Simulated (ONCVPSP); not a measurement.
**Before and after: ONCV potential for Te**

ONCVPSP 4.0.1 input, shortened (lines: element, Z, core and valence counts, functional; n l f; lmax; l rc ep ncon nbas qcut; lloc lpopt rc5 dvloc0; l nproj debl; icmod fcfact rcfact), PBEsol, scalar-relativistic:

```
  Te 52.00    9    2  -116133      upf
    1    0    2.00
    2    0    2.00
    2    1    6.00
    3    0    2.00
    3    1    6.00
    3    2   10.00
    4    0    2.00
    4    1    6.00
    4    2   10.00
    5    0    2.00
    5    1    3.00
    1
    0    1.65    0.00    5   10    4.30
    1    2.10    0.00    4    9    4.60
    4    5    1.50    2.00
    0    2    0.80
    1    3    2.80
    3    3.00    1.60
```

In the s channel the program set the typed energies aside and used -0.864, 0.250 Ha.

Change: core correction polynomial model core, fcfact 0.3.

Cutoffs: the cutoffs (Ha) at which the residual kinetic energy of the hardest occupied pseudo-wave falls to 1 and 0.1 mHa per electron; they do not see the model core or the augmentation charge, which bear on the density cutoff. Errors are all-electron minus pseudo energies relative to the spin-unpolarised reference configuration.

Task: How do hardness, ghosts and transferability respond?

Result: The potential gets neither clearly harder nor softer (51 Ha and 106 Ha → 51 Ha and 106 Ha); both files keep a bound ghost (s); of the 4 tests that both files solve, the error grows in 0 and shrinks in 4 by more than 15 % and 0.3 meV (median size 52.7 → 24.5 meV). A model core, the more so a compact one, raises the density cutoff, which this test does not measure.

```csv
quantity,base,changed
"cutoff, loose",51 Ha,51 Ha
"cutoff, tight",106 Ha,106 Ha
bound ghosts,s,s
GHOST(+) flags under 300 eV,"s at 64.8 eV, p at 212.1 eV","s at 64.8 eV, p at 212.1 eV"
"error for 5s2 5p4, meV [ΔE -9.75 eV]",-17,-0.7
"error for 5s2 5p2, meV [ΔE 17.97 eV]",-49,-14
"error for 5s2 5p1, meV [ΔE 44.93 eV]",-253,-69
"error for 5s0 5p6, meV [ΔE 9.01 eV]",-56,-35
s: phases at 1.67 bohr within 0.05 rad from the reference energy up to (Ha; the scan ends near 5),2.1,2.1
p: phases at 2.14 bohr within 0.05 rad from the reference energy up to (Ha; the scan ends near 5),to the end of the scan,to the end of the scan
"rms error of d²Exc/dni dnj with the model core, mHa",2.32,0.08
```

 A true bound ghost makes a file unfit for plane-wave use even where its test errors are small: the radial tests pick states by their node count and pass the ghost by.
